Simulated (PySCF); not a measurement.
**P: excitation energy**

P [Ne] 3s2 3p3 (4S) → P [Ne] 3s2 3p2 4s1 (4P), as a difference of total energies. Calculation: PySCF 2.14, in dyall-av3z; scalar relativity by spin-free X2C-1e. Correlated levels: valence: [Ne] frozen; virtual orbitals above 40 to 60 times the deepest correlated orbital energy dropped. The calculations carry no spin-orbit coupling.

| method | excitation energy (eV) |
| --- | --- |
| UHF | 6.757 |
| MP2 (valence) | 7.085 |
| SCS-MP2 (valence) | 6.987 |
| CCSD (valence) | 7.003 |
| CCSD(T) (valence) | 7.020 |

Problem. How much does correlation contribute at CCSD(T) (valence)?

Solution. 7.020 − (6.757) = 0.263 eV, measured against UHF.

Errors of the correlated levels include the incompleteness of this basis and the frozen core.

The promoted electron is Rydberg-like, and one or two diffuse shells describe it only roughly, which tends to raise the upper state.

For comparison: 6.967 eV (measured; NIST levels, between the centres of gravity of the two terms).
